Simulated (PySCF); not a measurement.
Job file and geometry (Å, from GFN2-xTB) of an NMR shielding run on SMILES CC[Si@H]1C(=O)C=C1O[SiH3], C$_{5}$H$_{10}$O$_{2}$Si$_{2}$, GIAO PBE0/pcSseg-1 NMR shielding, non-relativistic, gas phase (PySCF 2.14.0, density-fitted response routines); density fitting, a coarse starting grid and PySCF grid level 2 are the driver's defaults:

```
$ OMP_NUM_THREADS=1 python probes_run.py task.json out

{"job": {"kind": "nmr", "xc": "PBE0", "basis": "pcSseg-1"}, "charge": 0, "multiplicity": 1}
C      2.402582     0.231650    -1.481493
C      2.274152     0.285993     0.039829
Si     0.915145    -0.873053     0.692823
C      0.002384    -0.464310     2.367442
O      0.248682    -0.489175     3.549624
C     -1.222036    -0.098802     1.658843
C     -0.886932    -0.299954     0.360655
O     -1.618053    -0.135702    -0.729968
Si    -3.158273     0.380479    -0.969891
H      1.460372     0.495062    -1.955476
H      2.678297    -0.767880    -1.808172
H      3.165532     0.926276    -1.828039
H      3.233808     0.024410     0.487987
H      2.061513     1.313159     0.343816
H      1.186647    -2.275805     0.368161
H     -2.156937     0.241240     2.075760
H     -4.098634    -0.502000    -0.282473
H     -3.303683     1.749553    -0.477815
H     -3.194370     0.268109    -2.419073
```

Task: What does the program print?

Result: 
```
coarse grid: 17056 points
cycle   1  E = -925.0060786382  dE =  1.284e+00  |g| = 9.626e-01  |ddm| = 4.053e+00
cycle   2  E = -924.4201075807  dE =  5.860e-01  |g| = 1.945e+00  |ddm| = 2.987e+00
cycle   3  E = -925.1709389657  dE = -7.508e-01  |g| = 3.055e-01  |ddm| = 2.426e+00
cycle   4  E = -925.1886452819  dE = -1.771e-02  |g| = 1.178e-01  |ddm| = 3.472e-01
cycle   5  E = -925.1908469687  dE = -2.202e-03  |g| = 4.401e-02  |ddm| = 1.211e-01
cycle   6  E = -925.1912506770  dE = -4.037e-04  |g| = 1.272e-02  |ddm| = 4.601e-02
cycle   7  E = -925.1912908246  dE = -4.015e-05  |g| = 3.849e-03  |ddm| = 1.553e-02
cycle   8  E = -925.1912937370  dE = -2.912e-06  |g| = 1.175e-03  |ddm| = 4.025e-03
final grid: 156032 points
cycle   9  E = -925.2642323526  dE = -7.526e-06  |g| = 1.519e-02  |ddm| = 2.478e-02
cycle  10  E = -925.2641179967  dE =  1.144e-04  |g| = 2.877e-02  |ddm| = 3.436e-02
cycle  11  E = -925.2642751496  dE = -1.572e-04  |g| = 3.402e-03  |ddm| = 2.521e-02
cycle  12  E = -925.2642775148  dE = -2.365e-06  |g| = 4.251e-04  |ddm| = 2.888e-03
cycle  13  E = -925.2642775383  dE = -2.352e-08  |g| = 2.280e-04  |ddm| = 4.942e-04
cycle  14  E = -925.2642775492  dE = -1.092e-08  |g| = 5.094e-05  |ddm| = 2.366e-04
cycle  15  E = -925.2642775498  dE = -5.784e-10  |g| = 2.104e-05  |ddm| = 6.845e-05
converged SCF energy = -925.2642775498

GIAO shielding tensors (ppm)
atom      isotropic    diamagn.    paramagn.     s11        s22        s33       span
  0 C      176.858     247.397     -70.540    171.222    171.882    187.470     16.248
  1 C      176.323     252.900     -76.577    174.261    174.562    180.148      5.887
  2 Si     348.528     880.308    -531.780    288.508    350.973    406.102    117.593
  3 C      -27.356     256.012    -283.368   -104.456    -65.666     88.053    192.509
  4 O     -364.896     396.209    -761.105  -1081.197   -373.294    359.805   1441.002
  5 C       39.731     264.199    -224.467    -30.902     37.624    112.472    143.373
  6 C      -27.556     255.267    -282.822   -165.554    -22.012    104.899    270.453
  7 O      183.050     400.555    -217.505     65.638    116.741    366.770    301.132
  8 Si     386.977     880.545    -493.568    349.560    355.249    456.122    106.562
  9 H       30.530      31.949      -1.419     25.231     29.872     36.487     11.256
 10 H       30.651      29.386       1.265     26.744     28.455     36.754     10.010
 11 H       30.189      27.842       2.347     25.148     27.591     37.828     12.680
 12 H       30.667      29.226       1.441     25.535     28.916     37.550     12.015
 13 H       30.545      32.526      -1.981     26.777     28.727     36.130      9.353
 14 H       26.443      29.286      -2.843     24.142     25.168     30.020      5.878
 15 H       25.248      33.535      -8.287     23.500     24.530     27.713      4.214
 16 H       26.656      28.931      -2.275     23.745     24.983     31.239      7.494
 17 H       26.655      29.823      -3.168     23.760     25.152     31.053      7.293
 18 H       26.618      29.314      -2.696     22.999     25.752     31.103      8.104
```

Task: Turn these shieldings into chemical shifts. Scale: ¹³C (186.93 ppm) and ²⁹Si (349.16 ppm) and ¹H (31.72 ppm) vs TMS; ¹⁷O (336.08 ppm) vs H2O (reference shieldings calculated alike).

Result: Averaging equivalent atoms: C 6: 214.5; C 3: 214.3; C 5: 147.2; C 1: 10.6; C 0: 10.1; Si 2: 0.6; Si 8: -37.8; O 4: 701.0; O 7: 153.0; H 15: 6.47; H 14: 5.27; H 16/17/18: 5.07; H 9/10/11: 1.26; H 13: 1.17; H 12: 1.05 ppm. Unscaled 17O shifts of doubly bonded oxygen tend to come out too high, by tens of ppm or more. Experimental scales use liquid or dissolved standards, which lie at an offset from isolated H2O (liquid H2O: subtract about 36 ppm).

Size and cost of the density-fitted run: 217 basis functions, 60 s wall time on 1 thread of an Arm Neoverse V1, shared host; peak memory 1.1 GiB.
